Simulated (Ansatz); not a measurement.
Reaction (ligand exchange at the Si–C bond): `C[SiH](F)N[SiH](O)O` + H–F → `O[SiH](O)N[SiH](F)F` + CH₄

Program: Ansatz. Geometries: PBE0-D4/def2-TZVP. ΔE: electronic, gas phase. CBS: MP2 limit from def2 TZ/QZ plus the TZ coupled-cluster correction, frozen cores. This one scheme is used for every species. Functionals use def2-TZVPP. B3LYP here is the variant with VWN-RPA as its local correlation; programs differ in this. Each species was taken in one conformer, which may not be the lowest.

```json
{"species": "`C[SiH](F)N[SiH](O)O`", "B3LYP-D4 energy (Eh)": "-927.45253"}
{"species": "H–F", "B3LYP-D4 energy (Eh)": "-100.49283"}
{"species": "`O[SiH](O)N[SiH](F)F`", "B3LYP-D4 energy (Eh)": "-987.46495"}
{"species": "CH₄", "B3LYP-D4 energy (Eh)": "-40.54051"}
```

Work out ΔE.

ΔE = (-987.46495) + (-40.54051) − (-927.45253) − (-100.49283) = -0.06010 Eh = -157.8 kJ/mol. CCSD(T)/CBS gives -152.4 kJ/mol.

Largest T1 diagnostic among the species: 0.012.

The D4 term adds +6.5 kJ/mol with B3LYP and +3.7 kJ/mol with PBE0; it sums over pairs of atoms, weighted by their polarisabilities, and B3LYP, whose exchange is more repulsive, gets the larger term. In def2-TZVPP, CCSD(T) changes the Hartree–Fock value by +27.1 kJ/mol (the triples alone add +3.6 kJ/mol) and MP2 by +27.6 kJ/mol.
